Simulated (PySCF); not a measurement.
## SMILES C=C(F)[Se]CC, C4H7FSe

Geometry (Å), atoms numbered from 1 in this order:
```xyz
13

C     2.4090    0.7392   -0.1779
C     1.4485   -0.0145    0.3457
F     1.0446    0.1770    1.6078
Se    0.5866   -1.4697   -0.5214
C    -1.2258   -1.0786    0.1182
C    -1.8019    0.2323   -0.3885
H     2.9182    1.4833    0.4427
H     2.7036    0.6179   -1.2219
H    -1.8197   -1.9415   -0.2235
H    -1.1916   -1.1112    1.2167
H    -1.2055    1.0909   -0.0377
H    -1.8277    0.2625   -1.4899
H    -2.8324    0.3651   -0.0137
```

The calculation used UKS CAM-B3LYP/def2-SV(P) four-point reorganisation energy, gas phase (PySCF). Geometry: CAM-B3LYP/def2-SV(P).

The calculation is non-relativistic, which matters for the atoms heavier than Zn.

The conformer changes in this relaxation, which adds to the reorganisation energy.

(1) What is the inner reorganisation energy for hole transfer, with the ionisation energy?

Results:

(1) λ = 0.324 (surface of the oxidised species) + 0.167 (surface of the starting species) = 0.491 eV. The ionisation energy is 8.50 eV vertical and 8.18 eV adiabatic without zero-point energy; at the relaxed geometry of the oxidised species the two energies differ by 8.01 eV. Largest bond changes: C2–Se4 1.901 → 1.845 Å, C1–C2 1.328 → 1.365 Å, C2–F3 1.339 → 1.308 Å, Se4–C5 1.961 → 1.965 Å, C5–C6 1.519 → 1.523 Å. ⟨S²⟩ of the relaxed oxidised species 0.780.
